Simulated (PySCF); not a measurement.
C6H12Se.
Structure used (PBE0-D3(BJ)/def2-SVP), in Å, numbered top down from 1:
```
atom  x, y, z in Å
C1    -2.0767    0.6417    0.8286
C2    -1.9221   -0.6705    0.0785
C3    -0.6919   -0.7202   -0.8360
C4     0.6100   -0.5773   -0.0933
Se5    1.1576   -1.8219    1.0395
C6     1.3650    0.6849   -0.3683
C7     2.6453    0.9348    0.3972
H8    -1.2236    0.8210    1.5024
H9    -2.1469    1.4984    0.1381
H10   -2.9863    0.6406    1.4476
H11   -2.8151   -0.8605   -0.5393
H12   -1.8469   -1.5064    0.7930
H13   -0.7696    0.0746   -1.5988
H14   -0.6874   -1.6854   -1.3668
H15    0.6454    1.5143   -0.2180
H16    1.5505    0.7018   -1.4609
H17    3.0934    1.8923    0.0924
H18    2.4587    0.9643    1.4807
H19    3.3761    0.1326    0.2198
```

Computed with PySCF at PBE0/def2-SVPD, non-relativistic, on one gas-phase PBE0-D3(BJ)/def2-SVP geometry that isn't relaxed in the solvent. The solvent is an IEF-PCM continuum (van der Waals radii × 1.2), and excitations are vertical TDDFT with non-equilibrium linear response and a frozen core. Specific hydrogen bonds and non-electrostatic terms are outside this model. Spin–orbit coupling is left out although an atom past zinc is present.

| run | E − E(gas) (kJ/mol) | HOMO (eV) | HOMO–LUMO gap (eV) | dipole (D) | lowest singlet (eV) | static polarisability (au) |
| --- | --- | --- | --- | --- | --- | --- |
| gas | 0.00 | -5.98 | 3.85 | 2.78 | 2.23 | 103.4 |
| P | -10.87 | -6.11 | 3.96 | 3.87 | 2.33 | 133.3 |
| Q | -15.11 | -6.18 | 4.01 | 4.35 | 2.39 | 147.1 |

**Question.** The runs were made in acetone and chloroform. Which run belongs to which solvent?

**Answer.** P = chloroform, Q = acetone. The dielectric constants are 4.711 (chloroform), 20.49 (acetone), and the energy falls further as ε rises. The optical constants n² used for the excitations are 2.09, 1.85 in the same order. In this model the ground state sees the solvent through ε alone.

**Question.** How constant is the ratio of the lowering to (ε − 1)/(2ε + 1)?

**Answer.** 
```
   solvent  (ε − 1)/(2ε + 1)  E − E(gas) (kJ/mol)  ratio (kJ/mol)  polarisation term (kJ/mol)
chloroform             0.356               -10.87           -30.5                      -13.36
   acetone             0.464               -15.11           -32.6                      -20.24
```

The ratio changes by +6.6 % in size from chloroform to acetone. The polarisation term is half the interaction of the solute with the induced surface charges.

Time: 68 s. Hardware: one thread of an x86-64 server, no GPU, on a shared host. This is the whole response run at PBE0/def2-SVPD in acetone, SCF included.
